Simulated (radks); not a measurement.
Task: These are the eigenvalues of the occupied orbitals of an atom or ion with whole-number occupations (Ry). Calculated with a radial shooting solver on a logarithmic mesh with Libxc functionals: scalar-relativistic Kohn-Sham, BLYP, spin-unpolarised, spherical densities, finite nucleus; Fermi nuclear charge, rms radius of each element as measured or else 0.836 A^(1/3) + 0.57 fm.

orbital  eigenvalue
1s        -2738.666
2s        -432.8689
2p        -388.2067
3s        -91.33738
3p        -77.01853
3d        -56.20680
4s        -17.89234
4p        -13.27317
4d         -6.56706
5s         -2.45591
5p         -1.35641
6s         -0.22571

Which element is it, and in what charge state? The configuration may be excited.

Result: Z = 56, barium, charge 0: Ba in [Xe] 6s2. The list shows which subshells hold electrons but not how many an open one holds; the 1s level, -1369.3 hartree, gives Z - s = 52.3 by -(Z - s)^2/2, which with screening and relativity narrows Z to a few neighbours, and the depths of the outer levels then fix element, charge and occupations together.
